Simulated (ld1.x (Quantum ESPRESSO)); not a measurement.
Reading a pseudo-wave (cobalt (Co))

Columns: radius, all-electron u(r) and pseudo u(r) of the 3d shell (level -17.26 eV) of cobalt in the configuration [Ar] 3d7 4s1 4p0; Wu–Cohen, non-relativistic, ultrasoft scheme, ld1.x (Quantum ESPRESSO) 7.5.

```tsv
r (bohr)	all-electron	pseudo
0.120	0.1221	0.0024
0.240	0.4316	0.0182
0.360	0.7095	0.0573
0.480	0.8806	0.1237
0.600	0.9534	0.2138
0.720	0.9569	0.3181
0.840	0.9196	0.4225
0.960	0.8616	0.5126
1.080	0.7950	0.5766
1.200	0.7265	0.6079
1.320	0.6599	0.6068
1.440	0.5969	0.5792
1.560	0.5385	0.5351
1.680	0.4848	0.4847
1.800	0.4360	0.4360
1.920	0.3916	0.3916
2.040	0.3516	0.3516
2.160	0.3154	0.3154
2.280	0.2828	0.2828
2.400	0.2534	0.2534
2.520	0.2269	0.2269
2.640	0.2031	0.2031
2.760	0.1815	0.1815
2.880	0.1622	0.1622
3.000	0.1448	0.1448
3.120	0.1292	0.1292
```

(1) How many radial nodes do the two functions have?

(2) At about which radius was the pseudo-wave matched?

(3) Is the pseudo-wave norm-conserving?

Results:

(1) The all-electron 3d function has n − l − 1 = 0; the pseudo-wave has 0.

(2) 1.85 bohr. The columns agree to 0.0005 from 1.68 bohr on; several derivatives are matched, so the curves merge somewhat inside the radius.

(3) No, it belongs to an ultrasoft set: the norm inside the radius is not constrained, and the difference is carried by the augmentation charge.
